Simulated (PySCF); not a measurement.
Compound: VSeBr3 (singlet state).
Geometry (PBE0-D3(BJ)/def2-SVP, Å), atoms numbered from 1 in this order:
```xyz
5
Br3SeV angstrom
V      0.0081   -0.0201    0.0014
Se    -0.0192   -0.1123    2.1040
Br     2.1674   -0.0290   -0.6888
Br    -1.0257    1.8966   -0.6492
Br    -1.0557   -1.8456   -0.8296
```

Method: PBE0-D3(BJ)/def2-SVP geometry optimisation, gas phase in PySCF 2.14.0.

(1) Which atoms are bound to V1, and at what distances?

(2) List the angles at V1.

(3) What is the shape at V1?

## Answers

(1) 4 atoms: Se2 2.105 Å, Br3 2.267 Å, Br5 2.270 Å, Br4 2.273 Å.

(2) 
```json
{"angle": "Br4–V1–Br5", "degrees": "111.1", "distance of the outer atoms (Å)": "3.75"}
{"angle": "Br3–V1–Br4", "degrees": "110.5", "distance of the outer atoms (Å)": "3.73"}
{"angle": "Br3–V1–Br5", "degrees": "109.4", "distance of the outer atoms (Å)": "3.70"}
{"angle": "Se2–V1–Br5", "degrees": "108.9", "distance of the outer atoms (Å)": "3.56"}
{"angle": "Se2–V1–Br4", "degrees": "108.5", "distance of the outer atoms (Å)": "3.55"}
{"angle": "Se2–V1–Br3", "degrees": "108.4", "distance of the outer atoms (Å)": "3.55"}
```

(3) Tetrahedral: angles from 108.4° to 111.1°; τ4 = (360° − α − β)/141° = 0.98 with α and β the two widest (0 for a square, 1 for a tetrahedron). Differences among atoms that C3v makes equivalent are scatter left by the optimiser.

Point group: C3v (every atom within 0.08 Å of its image). Charge 0, singlet. Whether it is a minimum is left open (no frequencies).
